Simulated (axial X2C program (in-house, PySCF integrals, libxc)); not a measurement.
**Worked dissociation energy of ZrSe: BP86, without spin–orbit coupling**

Computed with an in-house all-electron X2C program for linear molecules (integrals from PySCF). Spin-free means the one-electron spin-free X2C Hamiltonian. Basis: Zr dyall-cv3z [11s12p9d6f3g], Se dyall-cv3z [8s9p6d4f1g] (cores contracted in-house); Gaussian nuclei, density fitting, unrestricted open shells. Masses: Zr 89.905 u, Se 79.917 u.

Molecular state: M_S = 1, Λ = 2 (beyond evenly filled blocks: σα, δ+α).

```
E(Zr) (2M_S = 2, M_L = 0) : -3598.724928 hartree
E(Se) (2M_S = 2, M_L = 0) : -2430.223397 hartree
E(ZrSe) at Re             : -6029.148919 hartree
ωe                        : 356.2 cm⁻¹
ωexe                      : 0.707 cm⁻¹
```

**Question.** Work out De and D0.

**Answer.** De = -3598.724928 + (-2430.223397) − (-6029.148919) = 0.20059 hartree = 5.458 eV. The zero-point energy is ωe/2 − ωexe/4 = 178 cm⁻¹ = 0.022 eV, so D0 = 5.436 eV.

Occupations by symmetry block were frozen at the best pattern of an incomplete PBE0 search. Dissociation energies refer to the lowest single-determinant-based atoms at the same level and basis. PBE0 can misorder states that lie within some tenths of an eV, so this need not be the ground state of the molecule. The nearest other spin-free determinant of the search, M_S = 0, Λ = 0, lies 0.37 eV up at the distance of the search. Without a current term, density functionals place determinants with orbital angular momentum somewhat too high. Spin-free De lacks the spin–orbit lowering of the heavy p-block atom, a tenth of an eV or more for 4p and 5p, up to an eV for 6p and one to two eV for 7p atoms, less what an open-shell molecule gains itself.

Each atomic determinant is the lowest at this level and need not be a pure term. Totals compare only within one Hamiltonian and basis.
